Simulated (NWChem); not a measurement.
System: CBr$_{3}$F; SMILES FC(Br)(Br)Br

Here is an NWChem input.

```
start job
memory heap 200 mb stack 900 mb global 1100 mb
geometry units angstroms noautoz
  F      0.000000     0.000000     1.765625
  C      0.000000     0.000000     0.441353
  Br     1.756799     0.532096    -0.174110
  Br    -1.339208     1.255384    -0.174110
  Br    -0.417591    -1.787480    -0.174110
end
basis spherical
  * library def2-tzvpd
end
dft
  xc xtpss03 ctpss03
  iterations 150
  semidirect filesize 400000000
  mulliken
end
task dft energy
```

NWChem printed, in part:

```
             Northwest Computational Chemistry Package (NWChem) 7.3.0
             --------------------------------------------------------

 C3  symmetry detected

                             Geometry "geometry" -> ""
                             -------------------------

 Output coordinates in angstroms (scale by  1.889725989 to convert to a.u.)

  No.       Tag          Charge          X              Y              Z
 ---- ---------------- ---------- -------------- -------------- --------------
    1 F                    9.0000     0.00000000     0.00000000     1.76348173
    2 C                    6.0000     0.00000000     0.00000000     0.43920973
    3 Br                  35.0000     0.02614057    -1.83542483    -0.17625328
    4 Br                  35.0000     1.57645424     0.94035082    -0.17625328
    5 Br                  35.0000    -1.60259482     0.89507401    -0.17625328

 Effective nuclear repulsion energy (a.u.)     992.6976985236

      Symmetry information
      --------------------

 Group name             C3
 Group number              5
 Group order               3
 No. of unique centers     3

                                 NWChem DFT Module
                                 -----------------

 Summary of "ao basis" -> "ao basis" (spherical)
 ------------------------------------------------------------------------------
       Tag                 Description            Shells   Functions and Types
 ---------------- ------------------------------  ------  ---------------------
 F                         def2-tzvpd               14       40   6s4p3d1f
 C                         def2-tzvpd               13       37   6s3p3d1f
 Br                        def2-tzvpd               19       57   7s6p5d1f

      Symmetry analysis of basis
      --------------------------

        a          88
        e+         80
        e-         80

  Rotation of axis

            General Information
            -------------------
          SCF calculation type: DFT
          Wavefunction type:  closed shell.
          No. of atoms     :     5
          No. of electrons :   120
           Alpha electrons :    60
            Beta electrons :    60
          Charge           :     0
          Spin multiplicity:     1
          Use of symmetry is: on ; symmetry adaption is: on
          Maximum number of iterations: 150
          AO basis - number of functions:   248
                     number of shells:    84
          Convergence on energy requested:  1.00D-06
          Convergence on density requested:  1.00D-05
          Convergence on gradient requested:  5.00D-04

              XC Information
              --------------
                  TPSS metaGGA Exchange Functional  1.000
             TPSS03 metaGGA Correlation Functional  1.000

             Grid Information
             ----------------
          Grid used for XC integration:  medium
          Radial quadrature: Mura-Knowles
          Angular quadrature: Lebedev.
          Tag              B.-S. Rad. Rad. Pts. Rad. Cut. Ang. Pts.
          ---              ---------- --------- --------- ---------
          F                   0.50       49          12.0       434
          C                   0.70       49          12.0       434
          Br                  1.15      112          14.0       590
          Grid pruning is: on
          Number of quadrature shells:   210
          Spatial weights used:  Erf1

      Superposition of Atomic Density Guess
      -------------------------------------

 Sum of atomic energies:       -7854.28757124

      Non-variational initial energy
      ------------------------------

 Total energy =   -7855.431170
 1-e energy   =  -12919.650127
 2-e energy   =    4071.521259
 HOMO         =      -0.341278
 LUMO         =      -0.039618

      Symmetry analysis of molecular orbitals - initial
      -------------------------------------------------

  Numbering of irreducible representations:

     1 a           2 e+          3 e-

  Orbital symmetries:

     1 e+          2 e+          3 a           4 a           5 e+
     6 e+          7 a           8 e+          9 e+         10 a
    11 e+         12 e+         13 a          14 e+         15 e+
    16 a          17 a          18 a          19 e+         20 e+
    21 a          22 e+         23 e+         24 e+         25 e+
    26 a          27 a          28 e+         29 e+         30 a
    31 e+         32 e+         33 a          34 e+         35 e+
    36 e+         37 e+         38 a          39 a          40 e+
    41 e+         42 e+         43 e+         44 a          45 a
    46 a          47 e+         48 e+         49 a          50 e+
    51 e+         52 a          53 e+         54 e+         55 a
    56 e+         57 e+         58 e+         59 e+         60 a
    61 a          62 e+         63 e+         64 a          65 a
    66 e+         67 e+         68 e+         69 e+         70 a

------------------------------------------------------------
EAF file 0: "./job.aoints.0" size=634912768 bytes
------------------------------------------------------------
               write      read    awrite     aread      wait
               -----      ----    ------     -----      ----
     calls:     1211         0         0         0         0
   data(b): 6.35e+08  0.00e+00  0.00e+00  0.00e+00
   time(s): 0.00e+00  0.00e+00  0.00e+00  0.00e+00  0.00e+00
rate(mb/s): 0.00e+00  0.00e+00
------------------------------------------------------------

     ---------------------------------------------
      Total Density - Mulliken Population Analysis
     ---------------------------------------------

    Atom       Charge   Shell Charges
 -----------   ------   -------------------------------------------------------
    1 F    9     9.32   0.77  1.20  0.61  1.00  0.31 -0.02  2.31  2.29  0.81  0.01  0.00  0.01  0.01  0.00
    2 C    6     4.64   0.85  1.13  0.44  0.66 -0.14  0.00  0.63  0.89 -0.02  0.03  0.18 -0.02  0.01
    3 Br  35    35.35   2.00  2.00  1.16  0.77  1.00  1.03  0.07  6.00  5.94  1.28  2.83  1.19  0.02  8.98  1.03 -0.02  0.04 -0.00  0.00
    4 Br  35    35.35   2.00  2.00  1.16  0.77  1.00  1.03  0.07  6.00  5.94  1.28  2.83  1.19  0.02  8.98  1.03 -0.02  0.04 -0.00  0.00
    5 Br  35    35.35   2.00  2.00  1.16  0.77  1.00  1.03  0.07  6.00  5.94  1.28  2.83  1.19  0.02  8.98  1.03 -0.02  0.04 -0.00  0.00

   convergence    iter        energy       DeltaE   RMS-Dens  Diis-err
 ---------------- ----- ----------------- --------- --------- ---------
 d= 0,ls=0.0,diis     1  -7859.9256106295 -8.85D+03  9.02D-03  3.17D+00
 d= 0,ls=0.0,diis     2  -7858.5911090397  1.33D+00  6.91D-03  1.59D+01
 d= 0,ls=0.0,diis     3  -7860.1695227121 -1.58D+00  1.47D-03  1.54D-01
 d= 0,ls=0.0,diis     4  -7860.1722352024 -2.71D-03  7.29D-04  1.49D-01
 d= 0,ls=0.0,diis     5  -7860.1877419394 -1.55D-02  1.48D-04  1.28D-02
  Resetting Diis
 d= 0,ls=0.0,diis     6  -7860.1886256597 -8.84D-04  3.24D-05  1.03D-04
 d= 0,ls=0.0,diis     7  -7860.1886367293 -1.11D-05  1.34D-05  6.08D-06
 d= 0,ls=0.0,diis     8  -7860.1886364509  2.78D-07  7.07D-06  9.79D-06

         Total DFT energy =    -7860.188636450858
      One electron energy =   -12916.336085785340
           Coulomb energy =     4352.949221751013
    Exchange-Corr. energy =     -289.499470940140
 Nuclear repulsion energy =      992.697698523610

 Numeric. integr. density =      119.999998456959

                  Occupations of the irreducible representations
                  ----------------------------------------------

                     irrep           alpha         beta
                     --------     --------     --------
                     a                22.0         22.0
                     e+               38.0         38.0
                     e-                0.0          0.0

                       DFT Final Molecular Orbital Analysis
                       ------------------------------------

 Vector   58  Occ=2.000000D+00  E=-2.761621D-01  Symmetry=e+
              MO Center= -6.4D-02, -5.9D-01, -1.2D-01, r^2= 4.6D+00
   Bfn.  Coefficient  Atom+Function         Bfn.  Coefficient  Atom+Function
  ----- ------------  ---------------      ----- ------------  ---------------
    96      0.367197  3 Br pz                90     -0.244663  3 Br pz
    93      0.221894  3 Br pz                99      0.204284  3 Br pz
   210     -0.203131  5 Br pz                95     -0.191595  3 Br py
   152     -0.183931  4 Br py               209     -0.184361  5 Br py
   153     -0.164066  4 Br pz                89      0.134837  3 Br py

 Vector   59  Occ=2.000000D+00  E=-2.761621D-01  Symmetry=e+
              MO Center=  6.4D-02,  5.9D-01, -1.2D-01, r^2= 4.6D+00
   Bfn.  Coefficient  Atom+Function         Bfn.  Coefficient  Atom+Function
  ----- ------------  ---------------      ----- ------------  ---------------
   153      0.329279  4 Br pz               210     -0.306725  5 Br pz
   147     -0.219398  4 Br pz               204      0.204371  5 Br pz
   150      0.198980  4 Br pz               151      0.189327  4 Br px
   208      0.188897  5 Br px               207     -0.185351  5 Br pz
   156      0.183192  4 Br pz                94      0.181663  3 Br px

 Vector   60  Occ=2.000000D+00  E=-2.628259D-01  Symmetry=a
              MO Center=  2.6D-15, -1.1D-13, -1.7D-01, r^2= 5.0D+00
   Bfn.  Coefficient  Atom+Function         Bfn.  Coefficient  Atom+Function
  ----- ------------  ---------------      ----- ------------  ---------------
    94      0.332293  3 Br px               209     -0.290145  5 Br py
   152      0.285402  4 Br py                88     -0.223056  3 Br px
    91      0.204526  3 Br px               203      0.194762  5 Br py
    97      0.191629  3 Br px               146     -0.191582  4 Br py
   206     -0.178583  5 Br py               149      0.175667  4 Br py

 Vector   61  Occ=0.000000D+00  E=-1.164803D-01  Symmetry=a
              MO Center= -1.6D-13,  1.9D-13, -1.5D-01, r^2= 5.1D+00
   Bfn.  Coefficient  Atom+Function         Bfn.  Coefficient  Atom+Function
  ----- ------------  ---------------      ----- ------------  ---------------
    44      0.585592  2 C  s                 43      0.279719  2 C  s
    95     -0.253582  3 Br py               208     -0.221417  5 Br px
    98     -0.217858  3 Br py               151      0.217800  4 Br px
    45      0.209311  2 C  s                211     -0.190216  5 Br px
   154      0.187126  4 Br px                49     -0.175798  2 C  pz

 Vector   62  Occ=0.000000D+00  E=-5.652911D-02  Symmetry=e+
              MO Center= -5.2D-01,  2.0D-01,  2.6D-02, r^2= 5.1D+00
   Bfn.  Coefficient  Atom+Function         Bfn.  Coefficient  Atom+Function
  ----- ------------  ---------------      ----- ------------  ---------------
    47      0.343562  2 C  px                50      0.340047  2 C  px
    48     -0.225467  2 C  py                51     -0.223173  2 C  py
   211      0.216584  5 Br px               208      0.212808  5 Br px
   196      0.183750  5 Br s                197      0.168185  5 Br s
    53      0.146571  2 C  px               155      0.146409  4 Br py

 Vector   63  Occ=0.000000D+00  E=-5.652911D-02  Symmetry=e+
              MO Center=  5.2D-01, -2.0D-01,  2.6D-02, r^2= 5.1D+00
   Bfn.  Coefficient  Atom+Function         Bfn.  Coefficient  Atom+Function
  ----- ------------  ---------------      ----- ------------  ---------------
    48      0.343562  2 C  py                51      0.340047  2 C  py
    47      0.225467  2 C  px                50      0.223173  2 C  px
   154      0.215062  4 Br px                98      0.201069  3 Br py
    95      0.200049  3 Br py               151      0.199640  4 Br px
   139     -0.165697  4 Br s                 82      0.152568  3 Br s

------------------------------------------------------------
EAF file 0: "./job.aoints.0" size=887095296 bytes
------------------------------------------------------------
               write      read    awrite     aread      wait
               -----      ----    ------     -----      ----
     calls:     1692         7         0     11837     11837
   data(b): 8.87e+08  3.67e+06  0.00e+00  6.21e+09
   time(s): 0.00e+00  0.00e+00  0.00e+00  0.00e+00  0.00e+00
rate(mb/s): 0.00e+00  0.00e+00
------------------------------------------------------------

     ---------------------------------------------
      Total Density - Mulliken Population Analysis
     ---------------------------------------------

    Atom       Charge   Shell Charges
 -----------   ------   -------------------------------------------------------
    1 F    9     9.12   0.77  1.20  0.63  0.97  0.38  0.01  2.27  2.09  0.77  0.02  0.00  0.02  0.00  0.00
    2 C    6     5.42   0.86  1.12  0.54  0.78 -0.30  0.01  1.10  1.19 -0.14  0.04  0.25 -0.04  0.02
    3 Br  35    35.16   2.00  2.01  1.16  0.77  1.06  1.04  0.09  6.00  5.92  1.34  2.66  1.03  0.02  8.93  1.02  0.05  0.05 -0.00  0.01
    4 Br  35    35.16   2.00  2.01  1.16  0.77  1.06  1.04  0.09  6.00  5.92  1.34  2.66  1.03  0.02  8.93  1.02  0.05  0.05 -0.00  0.01
    5 Br  35    35.16   2.00  2.01  1.16  0.77  1.06  1.04  0.09  6.00  5.92  1.34  2.66  1.03  0.02  8.93  1.02  0.05  0.05 -0.00  0.01

     -------------------------------------------
      Total Density - Lowdin Population Analysis
     -------------------------------------------

    Atom       Charge   Shell Charges
 -----------   ------   -------------------------------------------------------
    1 F    9     9.12   0.86  1.10  0.59  0.65  0.29  0.09  2.13  2.07  0.81  0.20  0.00  0.03  0.29  0.00
    2 C    6     7.76   0.91  1.04  0.38  0.29  0.14  0.10  0.96  1.16  0.64  0.05  0.78  1.19  0.12
    3 Br  35    34.38   2.00  2.00  1.15  0.82  0.76  0.61  0.14  5.98  5.65  1.63  2.25  0.98  0.13  8.52  1.24  0.25  0.09  0.18  0.01
    4 Br  35    34.38   2.00  2.00  1.15  0.82  0.76  0.61  0.14  5.98  5.65  1.63  2.25  0.98  0.13  8.52  1.24  0.25  0.09  0.18  0.01
    5 Br  35    34.38   2.00  2.00  1.15  0.82  0.76  0.61  0.14  5.98  5.65  1.63  2.25  0.98  0.13  8.52  1.24  0.25  0.09  0.18  0.01

     Multipole analysis of the density
     ---------------------------------

     L   x y z        total         alpha         beta         nuclear
     -   - - -        -----         -----         ----         -------
     0   0 0 0      0.000000    -60.000000    -60.000000    120.000000

     1   1 0 0     -0.000000     -0.000000     -0.000000      0.000000
     1   0 1 0      0.000000      0.000000      0.000000      0.000000
     1   0 0 1     -0.119587     -0.059794     -0.059794      0.000000

     2   2 0 0    -47.087419   -339.399083   -339.399083    631.710747
     2   1 1 0      0.000000      0.000000      0.000000      0.000000
     2   1 0 1      0.000000      0.000000      0.000000      0.000000
     2   0 2 0    -47.087419   -339.399083   -339.399083    631.710747
     2   0 1 1      0.000000      0.000000      0.000000     -0.000000
     2   0 0 2    -49.060897    -82.396134    -82.396134    115.731370
```

Level: TPSS/def2-TZVPD. Geometry: optimised at PBE0/def2-SVP.
